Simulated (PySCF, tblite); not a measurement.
Isomers of C6H5O3 (doublet state), one GFN2-xTB conformer each. Single-point energies are computed at B3LYP/pcH-1 (PySCF, gas phase, no added dispersion term), electronic only. GFN2-xTB treats the open shell by occupation alone, and not every SCF solution was tested for stability.

```json
{"SMILES": "[CH2]c1ccc(OC=O)o1", "GFN2-xTB relative energy (kJ/mol)": "0.0"}
{"SMILES": "COC(=O)C1=C[CH]C1=O", "GFN2-xTB relative energy (kJ/mol)": "159.8"}
```

Conformers: `[CH2:1][c:2]1[cH:3][cH:4][c:5]([O:6][CH:7]=[O:8])[o:9]1` (doublet state) with H–C1–C2–C3 0° and 180°, C4–C5–O6–C7 0°, C5–O6–C7–O8 0°; `[CH3:1][O:2][C:3](=[O:4])[C:5]1=[CH:6][CH:7][C:8]1=[O:9]` (doublet state) with C1–O2–C3–O4 0°, O2–C3–C5–C6 180°.

Question: What does B3LYP/pcH-1 give for the same structures?

Answer: 
| SMILES | B3LYP/pcH-1 E (Eh) | B3LYP/pcH-1 (kJ/mol) | GFN2-xTB (kJ/mol) | point group |
| --- | --- | --- | --- | --- |
| [CH2]c1ccc(OC=O)o1 | -457.27779 | 0.0 | 0.0 | Cs |
| COC(=O)C1=C[CH]C1=O | -457.25064 | 71.3 | 159.8 | Cs |

Both levels put the same isomer lowest. As drawn, the higher has a four-membered ring, which the lower lacks.

Question: What happens when harmonic zero-point energies from GFN2-xTB frequencies are added?

Answer: 
```tsv
SMILES	ZPE (kJ/mol)	electronic (kJ/mol)	with ZPE (kJ/mol)
[CH2]c1ccc(OC=O)o1	250.7	0.0	0.0
COC(=O)C1=C[CH]C1=O	246.7	71.3	67.2
```

The zero-point energies span 4.0 kJ/mol. The order is unchanged.

Question: As an exercise, what shares would exp(−E/RT) give at 2000 K from these electronic energies alone (no entropy, no degeneracies)?

Answer: RT = 16.629 kJ/mol: [CH2]c1ccc(OC=O)o1 98.6 %, COC(=O)C1=C[CH]C1=O 1.4 %.
